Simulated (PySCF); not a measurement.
Compound: IrF₆ (quartet state).
SMILES: `[F][Ir]([F])([F])([F])([F])[F]`

Method used: PBE0-D3(BJ)/def2-SVP geometry optimisation, gas phase, def2 core potentials past Kr (PySCF).

Masses are those of the commonest isotopes; rigid-rotor values at the optimised geometry. 

**Question.** What are A, B and C (cm⁻¹)?

**Answer.** Ia = 256.98, Ib = 257.07, Ic = 257.24 u·Å²; 505379 MHz·u·Å²/I gives 1967, 1966 and 1965 MHz, that is A = 0.06560, B = 0.06558, C = 0.06553 cm⁻¹.

**Question.** What kind of rotor is it?

**Answer.** A spherical top, as the point group Oh requires three equal moments; the computed ones differ by 0.10 % because the geometry is symmetric only within the optimiser's tolerance.

The point group Oh allows no dipole (computed: 0.00 D), so a rigid rotor has no electric-dipole lines.

For this open shell read J as N, the rotation without spin; fine and hyperfine splittings come on top. No frequency check. ⟨S²⟩ = 3.758 (exact for a quartet: 3.75). No vibrational averaging or centrifugal distortion is included, and the geometry carries the error of its method.

Caution for open-shell metal species: one SCF solution and one stationary point were followed, and a lower state or a bent or distorted shape isn't ruled out.
